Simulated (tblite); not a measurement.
H₃Sb, charge -1, doublet, at the geometry of the source list (a state made from the parent by changing its charge; the spin is typed, not shown lowest); tblite with GFN1-xTB.

Input for tblite:
```
$ tblite run mol.xyz --method gfn1 --charge -1 --spin 1 --json tblite.json --no-restart

# file mol.xyz
4

Sb     0.00190000    -0.00510000     0.74390000
H     -0.87650000    -1.04080000    -0.25290000
H     -0.46500000     1.28180000    -0.23730000
H      1.33960000    -0.23590000    -0.25370000
```

The log (banner, timings and long lists left out):

```
xTB calculator
 | screened Coulomb repulsion
 | Coulomb electrostatics
 |  * isotropic Klopman-Ohno-Mataga-Nishimoto electrostatics
 |  * onsite third-order electrostatics
 | DFT-D3(BJ) dispersion correction

halogen bonding energy    0.0000000000000E+00 Eh
repulsion energy          1.2384215465051E-02 Eh
dispersion energy        -5.9364475189399E-04 Eh
number of electrons       9.0000000000000E+00 e
integral cutoff           4.0000000000000E+01 bohr

------------------------------------------------------------
  cycle        total energy    energy error   density error
------------------------------------------------------------
      1     -4.154136470970  -4.1659270E+00   3.1090760E-01
      2     -4.166818569641  -1.2682099E-02   1.4335039E-01
      3     -4.167139240841  -3.2067120E-04   7.4155013E-02
      4     -4.167395843227  -2.5660239E-04   3.8628690E-04
      5     -4.167395859717  -1.6490690E-08   6.4234130E-05
      6     -4.167395859771  -5.3669069E-11   1.0735739E-05
------------------------------------------------------------

electronic energy        -4.1791864304842E+00 Eh
total energy             -4.1673958597710E+00 Eh

Post processing:
 | Mayer-Wiberg bond orders

[Info] JSON dump of results written to 'tblite.json'
```
